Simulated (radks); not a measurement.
The mean radii <r> (bohr) of the occupied orbitals of an atom or ion are listed with their occupations. All-electron calculation, scalar-relativistic Kohn-Sham, PBEsol, spin-unpolarised, spherical densities, point nucleus. Program: a radial shooting solver on a logarithmic mesh with Libxc functionals.

orbital  occ.      <r>
1s          2  0.03611
2s          2   0.1581
2p          6   0.1378
3s          2   0.4436
3p          6   0.4461
3d         10   0.4331
4s          2    1.159
4p          6    1.303
5s          1    3.702
4d          4    2.214

Name the element and its charge.

Answer. Z = 41, niobium, charge 0: Nb in [Kr] 4d4 5s1. The 1s radius gives Z: for a bare nucleus <r> = (2 gamma + 1)/(2Z) with gamma = sqrt(1 - (Z/c)^2), 0.03547 bohr for Z = 41, and screening makes it slightly larger (0.03611 here). The occupations add up to 41, and the charge is Z minus that.
